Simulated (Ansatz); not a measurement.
Program: Ansatz. Geometries: PBE0-D4/def2-TZVP. ΔE: electronic, gas phase. CCSD(T)/CBS adds triple-zeta CCSD(T) − MP2 to the extrapolated MP2 energy (def2 sets, frozen cores). This one scheme is used for every species. Functionals use def2-TZVPP. Each species was taken in one conformer, which may not be the lowest.

Reaction (formal exchange of groups at the Al–N bond): `C[NH][Al]([NH2])[OH]` + ethane → `C[CH2][Al]([NH2])[OH]` + CH₃NH₂

```csv
level,ΔE (eV)
PBE-D4,0.87
r2SCAN-D4,0.96
PBE0,0.91
SCS-MP2/def2-TZVPP,1.01
```

Task: What does CCSD(T)/CBS give? (Best estimate.)

Result: Computed: +0.96 eV. The listed levels differ from it by -0.09, 0.00, -0.05, 0.05 eV.

Largest T1 diagnostic among the species: 0.010.

In def2-TZVPP, CCSD(T) changes the Hartree–Fock value by −0.11 eV (the triples alone add −0.02 eV) and MP2 by −0.08 eV. From PBE to PBE0 (25 % exact exchange), in def2-TZVPP and without D4, ΔE moves by +0.04 eV.
